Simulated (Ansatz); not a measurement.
Cost and result for the atomization energy of CH₄O₃Si, SMILES `O[Si]1(O)CO1` (9 atoms, 9 bonds).

```xyz
9

O     0.915   -1.661   -0.489
Si    0.429   -0.142   -0.212
O     1.792    0.726   -0.311
C    -1.064    0.342    0.655
O    -0.962    0.415   -0.862
H     0.229   -2.324   -0.578
H     1.700    1.680   -0.268
H    -1.210    1.328    1.094
H    -1.830   -0.363    0.971
```

The species carries charge 0 and has multiplicity 1. Geometry: relaxed with PBE0-D4/def2-TZVP. It is one conformer, not always the lowest. Program: Ansatz. All runs use 2 threads of an Arm Neoverse V1 on a shared host. Times are those of one run each, without the atoms' runs, and a repeat can differ threefold. Electronic energies, without spin–orbit coupling; frozen cores. CCSD(T)/CBS adds CCSD(T) − MP2 in def2-TZVPP to the MP2 limit, and its time is that of the two runs behind it. T1 = 0.012.

CCSD(T)/CBS is a level of theory with its own doubt, some kJ/mol a heavy atom from the limit and from the frozen cores, so smaller differences don't rank the functionals.

```json
{"level": "LDA (SPW92)/def2-TZVPP", "functions": "222", "wall time": "1.7 s"}
{"level": "revPBE-D4/def2-TZVPP", "functions": "222", "wall time": "3 s"}
{"level": "PBE0-D4/def2-TZVPP", "functions": "222", "wall time": "4 s"}
{"level": "BHLYP-D4/def2-TZVPP", "functions": "222", "wall time": "4.6 s"}
{"level": "CCSD(T)/def2-SVP", "functions": "94", "wall time": "6.5 s"}
{"level": "r2SCAN-D4/def2-TZVPP (with forces)", "functions": "222", "wall time": "7.5 s"}
{"level": "B2PLYP/def2-TZVPP", "functions": "222", "wall time": "8 s"}
{"level": "ωB97X-V/def2-TZVPP", "functions": "222", "wall time": "12 s"}
{"level": "B97M-V/def2-TZVPP", "functions": "222", "wall time": "14 s"}
{"level": "ωB97M-V/def2-TZVPP (with forces)", "functions": "222", "wall time": "16 s"}
{"level": "MP2/def2-QZVPP", "functions": "418", "wall time": "28 s"}
{"level": "CCSD(T)/def2-TZVPP", "functions": "222", "wall time": "3.1 min"}
{"level": "CCSD(T)/CBS(def2)", "functions": "–", "wall time": "3.6 min"}
```

Problem. What atomization energy does each give, and how far from CCSD(T)/CBS? (Estimate.)

Solution. The calculation gave: 
```
                             level  atomization (kJ/mol)  difference from CCSD(T)/CBS  per bond
            LDA (SPW92)/def2-TZVPP                4258.7                        586.5      65.2
              revPBE-D4/def2-TZVPP                3616.8                        -55.4      -6.2
                PBE0-D4/def2-TZVPP                3625.5                        -46.7      -5.2
               BHLYP-D4/def2-TZVPP                3473.8                       -198.4     -22.0
                  CCSD(T)/def2-SVP                3338.4                       -333.8     -37.1
r2SCAN-D4/def2-TZVPP (with forces)                3667.5                         -4.7      -0.5
                 B2PLYP/def2-TZVPP                3610.7                        -61.5      -6.8
                ωB97X-V/def2-TZVPP                3659.6                        -12.6      -1.4
                 B97M-V/def2-TZVPP                3655.4                        -16.8      -1.9
  ωB97M-V/def2-TZVPP (with forces)                3667.6                         -4.6      -0.5
                    MP2/def2-QZVPP                3747.8                         75.6       8.4
                CCSD(T)/def2-TZVPP                3551.3                       -120.9     -13.4
                 CCSD(T)/CBS(def2)                3672.2                          0.0       0.0
```

The D4 term adds +27.8 kJ/mol with B3LYP and +14.4 kJ/mol with PBE0; it sums over pairs of atoms, weighted by their polarisabilities, and B3LYP, whose exchange is more repulsive, gets the larger term. In def2-TZVPP, CCSD(T) changes the Hartree–Fock value by +1047.1 kJ/mol (the triples alone add +67.9 kJ/mol) and MP2 by +1170.7 kJ/mol; breaking electron pairs costs correlation energy, which Hartree–Fock lacks. From r2SCAN to r2SCAN0 (25 % exact exchange), in def2-TZVPP and without D4, the atomization energy moves by −96.6 kJ/mol: exact exchange takes away binding that semilocal exchange gives to molecules.

B3LYP here is the variant with VWN-RPA as its local correlation; programs differ in this.
